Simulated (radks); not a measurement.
Gd, configuration [Xe] 4f7 5d1 6s2 (the NIST ground configuration).

All-electron calculation, scalar-relativistic Kohn-Sham, LDA (Slater exchange, Perdew-Wang correlation), spin-unpolarised, spherical densities, finite nucleus; Fermi nuclear charge, rms radius 5.1569 fm. Program: a radial shooting solver on a logarithmic mesh with Libxc functionals.

Energy parts (hartree):
| part | energy |
|---|---|
| total | -11262.7079 |
| kinetic | 12088.9993 |
| electron-nucleus | -27479.0630 |
| Hartree | 4368.2890 |
| exchange-correlation | -240.9332 |

Orbitals (lengths in bohr, moments of r in powers of bohr; r(max) is where P^2 peaks; r(90%) holds 90 % of the orbital's charge):
1s: occ. 2; eigenvalue (hartree) -1839.225; <r> 0.02192; r(max) 0.01393; r(90%) 0.0397; <r^4> 1.144e-06
2s: occ. 2; eigenvalue (hartree) -303.7347; <r> 0.09335; r(max) 0.07907; r(90%) 0.144; <r^4> 0.0001820
2p: occ. 6; eigenvalue (hartree) -270.4491; <r> 0.08239; r(max) 0.06396; r(90%) 0.134; <r^4> 0.0001358
3s: occ. 2; eigenvalue (hartree) -67.31679; <r> 0.2447; r(max) 0.2245; r(90%) 0.359; <r^4> 0.007057
3p: occ. 6; eigenvalue (hartree) -57.00102; <r> 0.2432; r(max) 0.2202; r(90%) 0.364; <r^4> 0.007389
3d: occ. 10; eigenvalue (hartree) -43.34016; <r> 0.2213; r(max) 0.1800; r(90%) 0.345; <r^4> 0.005892
4s: occ. 2; eigenvalue (hartree) -13.53928; <r> 0.5532; r(max) 0.5156; r(90%) 0.795; <r^4> 0.1736
4p: occ. 6; eigenvalue (hartree) -10.13575; <r> 0.5855; r(max) 0.5381; r(90%) 0.852; <r^4> 0.2276
4d: occ. 10; eigenvalue (hartree) -5.42345; <r> 0.6363; r(max) 0.5587; r(90%) 0.956; <r^4> 0.3593
4f: occ. 7; eigenvalue (hartree) -0.32727; <r> 0.8655; r(max) 0.5659; r(90%) 1.48; <r^4> 2.889
5s: occ. 2; eigenvalue (hartree) -1.83243; <r> 1.331; r(max) 1.194; r(90%) 1.92; <r^4> 5.920
5p: occ. 6; eigenvalue (hartree) -1.00572; <r> 1.562; r(max) 1.353; r(90%) 2.29; <r^4> 12.09
5d: occ. 1; eigenvalue (hartree) -0.09889; <r> 2.826; r(max) 1.975; r(90%) 4.64; <r^4> 213.2
6s: occ. 2; eigenvalue (hartree) -0.15687; <r> 3.949; r(max) 3.344; r(90%) 5.84; <r^4> 497.7

The highest occupied level is 5d at -2.691 eV. The electron density at the nucleus is 6.556e+05 e/bohr^3 (large components only). Summed over all electrons, <r^2> = 81.82 bohr^2, which gives a Langevin (diamagnetic) susceptibility term of -64.8 x 10^-6 cm^3/mol.
